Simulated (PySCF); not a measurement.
Species: sum formula H$_{3}$Si$_{2}$OCl$_{2}$, net charge -1, singlet state. It need not be the lowest isomer of its formula. Whether it binds its extra electron was not tested at this geometry. SMILES: [SiH2-]O[SiH](Cl)Cl
Structure (B3LYP-D3(BJ)/def2-TZVP (Ansatz) minimum search):
```
Si
O 1 1.5773
H 1 1.4696 2 117.14
Si 2 1.8228 1 126.74 3 -35.60
H 4 1.5475 2 96.07 1 59.30
H 4 1.5479 5 91.74 2 96.38
Cl 1 2.0918 3 105.51 2 -127.05
Cl 1 2.1013 3 105.50 2 123.00
```
Charge -1, spin multiplicity 1.

Dispersion corrections to the total energy (kcal/mol) from the dftd3 and dftd4 libraries through PySCF: D3(BJ) without and D4 with the three-body term, each with the damping fitted for the functional named.

| functional | D3(BJ) | D4 |
|---|---|---|
| BP86 | -11.06 | -10.07 |
| revPBE | -13.80 | [?] |
| BLYP | -13.47 | -15.31 |
| B3LYP | [?] | -11.63 |
| HF | -42.85 | -22.62 |
| r2SCAN | -1.72 | -1.72 |
| TPSS | [?] | -9.61 |

Task: Complete the blanks.

Result: 
- revPBE, D4: -18.79
- B3LYP, D3(BJ): -11.21
- TPSS, D3(BJ): -7.83
